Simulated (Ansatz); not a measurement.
Cost and result up the ladder for Al(NH2)3 (AlN3H6) (10 atoms). The state is a singlet with charge 0. Geometry: r2SCAN-D4/def2-SVP.

```xyz
10

Al    0.001    0.002    0.000
N     0.928    0.203   -1.504
H     0.575    0.026   -2.438
H     1.893    0.511   -1.565
N     0.589    0.723    1.516
H     0.258    0.487    2.445
H     1.309    1.434    1.589
N    -1.517   -0.925   -0.012
H    -1.818   -1.549   -0.753
H    -2.219   -0.913    0.721
```

Ansatz on 4 threads of Arm Neoverse N1 on a shared host. Times are rough, and most runs start from the orbitals of an earlier one. PBE0-D4/def2-TZVPD serves as the yardstick here, not as an exact answer. Differences are given only for rows in sets of like size (and for xTB, whose basis is part of the method), since another set adds its own error. Binding counts from free atoms at the same level (Al doublet, N quartet, H doublet; other spins of the atoms weren't run), without zero-point energy or a counterpoise term.

LC-ωPBE has ω = 0.4 bohr⁻¹. Correlated methods freeze 8 core orbitals.

Correlated methods converge slowly with the basis.

```json
{"level": "MP2/def2-TZVP", "functions": "166", "binding energy per atom (eV)": "3.45", "difference from PBE0-D4/def2-TZVPD (eV)": "-0.11"}
{"level": "revPBE-D4/def2-TZVP (with forces)", "functions": "166", "binding energy per atom (eV)": "3.53", "difference from PBE0-D4/def2-TZVPD (eV)": "-0.02"}
{"level": "PBE0-D4/def2-TZVP", "functions": "166", "binding energy per atom (eV)": "3.55", "difference from PBE0-D4/def2-TZVPD (eV)": "-0.01"}
{"level": "PBE0-D4/def2-SVP", "functions": "90", "binding energy per atom (eV)": "3.52", "difference from PBE0-D4/def2-TZVPD (eV)": "–"}
{"level": "CCSD(T)/def2-TZVPP", "functions": "219", "binding energy per atom (eV)": "3.47", "difference from PBE0-D4/def2-TZVPD (eV)": "-0.09"}
{"level": "r2SCAN-D4/def2-TZVP", "functions": "166", "binding energy per atom (eV)": "3.55", "difference from PBE0-D4/def2-TZVPD (eV)": "-0.01"}
{"level": "r2SCAN-D4/def2-TZVPD", "functions": "208", "binding energy per atom (eV)": "3.56", "difference from PBE0-D4/def2-TZVPD (eV)": "0.00"}
{"level": "BHLYP-D4/def2-TZVP", "functions": "166", "binding energy per atom (eV)": "3.47", "difference from PBE0-D4/def2-TZVPD (eV)": "-0.09"}
{"level": "LC-ωPBE/def2-TZVP", "functions": "166", "binding energy per atom (eV)": "3.56", "difference from PBE0-D4/def2-TZVPD (eV)": "0.01"}
{"level": "HF/def2-TZVP", "functions": "166", "binding energy per atom (eV)": "2.39", "difference from PBE0-D4/def2-TZVPD (eV)": "-1.17"}
{"level": "BLYP-D4/def2-TZVP", "functions": "166", "binding energy per atom (eV)": "3.61", "difference from PBE0-D4/def2-TZVPD (eV)": "0.05"}
{"level": "PBE0-D4/def2-TZVPD", "functions": "208", "binding energy per atom (eV)": "3.56", "difference from PBE0-D4/def2-TZVPD (eV)": "0.00"}
{"level": "PBE-D4/def2-TZVPD", "functions": "208", "binding energy per atom (eV)": "3.64", "difference from PBE0-D4/def2-TZVPD (eV)": "0.09"}
{"level": "PBE-D4/def2-TZVP", "functions": "166", "binding energy per atom (eV)": "3.63", "difference from PBE0-D4/def2-TZVPD (eV)": "0.07"}
```

Estimate how long each takes.

HF/def2-TZVP 1 s; PBE0-D4/def2-SVP 1.1 s; MP2/def2-TZVP 1.6 s; PBE-D4/def2-TZVP 1.7 s; BLYP-D4/def2-TZVP 1.7 s; revPBE-D4/def2-TZVP (with forces) 2.1 s; BHLYP-D4/def2-TZVP 2.1 s; LC-ωPBE/def2-TZVP 2.1 s; PBE0-D4/def2-TZVP 2.2 s; PBE-D4/def2-TZVPD 2.7 s; PBE0-D4/def2-TZVPD 3.1 s; r2SCAN-D4/def2-TZVP 3.3 s; r2SCAN-D4/def2-TZVPD 4.7 s; CCSD(T)/def2-TZVPP 83 s. On shared hardware such times vary by a factor of up to 3.
